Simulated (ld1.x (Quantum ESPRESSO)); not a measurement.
Which change was made? (Ge, PAW)

* Element: germanium (Ge)
* Generator: ld1.x (Quantum ESPRESSO) 7.5
* Type: PAW
* Functional: PBE
* Relativity: fully relativistic
* Frozen core: [Ar]
* Valence charge: 14
* Reference configuration: 3d10 4s1 4p3
* Partial waves: 4s (bound): rcut 1.70, rcutus 1.90 bohr; 4s channel at 1.1 Ry: rcut 1.70, rcutus 1.90 bohr; 4p (bound): rcut 1.55, rcutus 1.80 bohr; 4p channel at 0.25 Ry: rcut 1.55, rcutus 1.80 bohr; 3d (bound): rcut 0.80, rcutus 0.85 bohr; 3d channel at -0.4 Ry: rcut 0.80, rcutus 0.85 bohr
* Local potential: all-electron potential smoothed inside 1.75 bohr (lloc = -1)
* Core correction: Bessel-smoothed model core inside 0.80 bohr
* Augmentation charge: BESSEL, radius 0.70 bohr

Open shells are filled in proportion to 2j + 1 (rel_dist='average').

Cutoffs, loose and tight: the cutoffs (Ry, on a coarse ladder) from which the occupation-weighted sum of valence levels, in a spherical-Bessel basis at the reference potential, stays within 10 and 1 mRy of its value at 400 Ry. They do not see the model core or the augmentation charge, which bear on the density cutoff. Test errors are all-electron minus pseudo excitation energies from the reference, over the configurations 3d10 4s2 4p2; 3d10 4s2 4p1; 3d10 4s2 4p0; 3d10 4s2 4p1.5; 3d9 4s2 4p3; 3d10 4s0 4p4; 3d9 4s2 4p2; variants that change the core or the reference have their own tests. The largest error is taken over the tests solved by every variant that gives reliable tests at all, those not shown here included: 3d10 4s0 4p4; 3d10 4s2 4p0; 3d10 4s2 4p1; 3d10 4s2 4p2; 3d9 4s2 4p2; 3d9 4s2 4p3.

The base gives: outcome: generated; bound ghosts: not determined; largest test error (meV): -191.

Q: After one change the result is: outcome: generated; bound ghosts: not determined; largest test error (meV): -123. Which change was it?
A. core [Ar] 3d10, valence charge 4; reference 4s1 4p3; waves now 4s (bound): rcut 1.15, rcutus 1.45 bohr; 4s channel at 1.1 Ry: rcut 1.15, rcutus 1.45 bohr; 4p (bound): rcut 1.15, rcutus 1.55 bohr; 4p channel at 0.25 Ry: rcut 1.15, rcutus 1.55 bohr; local potential all-electron potential smoothed inside 1.35 bohr (lloc = -2); core correction Bessel-smoothed model core, default radius (core density twice the valence density); augmentation BESSEL, radius 1.30 bohr
B. waves 3d (bound): rcut 0.80, rcutus 1.18 bohr; 3d channel at -0.4 Ry: rcut 0.80, rcutus 1.18 bohr
C. all radii but the core radius scaled by about 1.21 (s 2.30, p 2.18, d 1.02 bohr, rcut 2.06/1.88/0.96); local potential all-electron potential smoothed inside 2.12 bohr (lloc = -1); augmentation BESSEL, radius 0.84 bohr

A: B. The others give: core [Ar] 3d10, valence charge 4; reference 4s1 4p3; waves now 4s (bound): rcut 1.15, rcutus 1.45 bohr; 4s channel at 1.1 Ry: rcut 1.15, rcutus 1.45 bohr; 4p (bound): rcut 1.15, rcutus 1.55 bohr; 4p channel at 0.25 Ry: rcut 1.15, rcutus 1.55 bohr; local potential all-electron potential smoothed inside 1.35 bohr (lloc = -2); core correction Bessel-smoothed model core, default radius (core density twice the valence density); augmentation BESSEL, radius 1.30 bohr → outcome: generated, misses its reference levels by 0.24 eV; bound ghosts: not determined; largest test error (meV): test run stopped at test 1 of 7 (negative rho) | all radii but the core radius scaled by about 1.21 (s 2.30, p 2.18, d 1.02 bohr, rcut 2.06/1.88/0.96); local potential all-electron potential smoothed inside 2.12 bohr (lloc = -1); augmentation BESSEL, radius 0.84 bohr → outcome: generated; bound ghosts: not determined; largest test error (meV): +99.
